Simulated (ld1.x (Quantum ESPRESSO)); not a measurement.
## Configuration tests for Bi (TM)

Bi (Z = 83), norm-conserving Troullier–Martins (Kleinman–Bylander form), made with ld1.x (Quantum ESPRESSO) 7.5 (LDA (PZ), scalar-relativistic). Core [Xe] 4f14 5d10, reference 6s2 6p2 (charge +1). Waves: 6p (bound): rc 1.80 bohr; 6d channel at 0.2 Ry: rc 1.50 bohr; 6s (bound): rc 1.80 bohr. Local part: the s channel. Core correction: a·sin(br)/r model core inside 1.25 bohr.

Energies are relative to the spin-unpolarised reference configuration 6s2 6p2; without spin polarisation the order of configurations can differ from experiment. Spin-polarised rows fill each open shell by Hund’s rule, majority spin first. The frozen-core shift is the all-electron ΔE with the core orbitals held at their reference shape minus the fully relaxed ΔE.

```tsv
valence configuration	charge	ΔE all-electron (eV)	error AE − PS (meV)	frozen-core shift (meV)
6s2 6p3	0	-8.154	-3.7	+7.3
6s2 6p0	+3	39.280	-171	+196
6s1 6p4	0	2.023	-5.6	+3.9
6s1 6p0	+4	85.195	-700	+822
6s0 6p5	0	12.568	-48	+50
6s2 6p2 (spin-polarised)	+1	-0.552	-6.6	+7.4
6s2 6p3 (spin-polarised)	0	-9.178	-11	+18
```

(1) What are ΔE and the potential's error for 6s2 6p2.5?

(2) What are ΔE and the potential's error for 6s2 6p1?

Levels in the configuration 6s2 6p2 (spin-polarised):

```json
{"level": "6s up", "all-electron (eV)": "-22.841", "pseudo (eV)": "-22.843"}
{"level": "6p up", "all-electron (eV)": "-12.166", "pseudo (eV)": "-12.165"}
{"level": "6s down", "all-electron (eV)": "-21.861", "pseudo (eV)": "-21.875"}
```

A Bessel basis up to 400 Ry misses an occupied level by 0.11 Ry, so cutoffs and ghosts were not judged.

Answers

(1) ΔE = -4.946 eV all-electron; the error (AE − PS) is -0.4 meV.

(2) ΔE = 15.565 eV all-electron; the error (AE − PS) is -31 meV.
